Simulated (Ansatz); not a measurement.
Basis-set extrapolation for `[SiH3][SiH]1C[SiH2]O1` (PBE0-D4/def2-TZVP geometry, frozen core, the Gaussian-basis code of Ansatz). Multiplicity 1, RHF reference.

```json
{"": "HF", "def2-TZVPP": "-984.347372", "def2-QZVPP": "-984.380317"}
{"": "MP2 correlation", "def2-TZVPP": "-0.771656", "def2-QZVPP": "-0.829190"}
{"": "CCSD(T) correlation", "def2-TZVPP": "-0.864507", "def2-QZVPP": "not run"}
```

Energies in hartree. Use E(X) = E(∞) + A·exp(−7.88·√X) for Hartree–Fock and E(X) = E(∞) + B·X^(−2.97) for correlation, with X = 3 and 4, and add CCSD(T) minus MP2 of the smaller set to the MP2 limit.

**Question.** What is the CCSD(T) energy at the basis-set limit?

**Answer.** HF limit: -984.380317 + (-0.032945) × 0.13774 = -984.38485. MP2 limit: -0.829190 + (-0.057534) × 0.74074 = -0.87181. Higher-order term: -0.864507 − (-0.771656) = -0.09285. Total: -985.34951 hartree, 86.4 kcal/mol below CCSD(T)/def2-TZVPP.
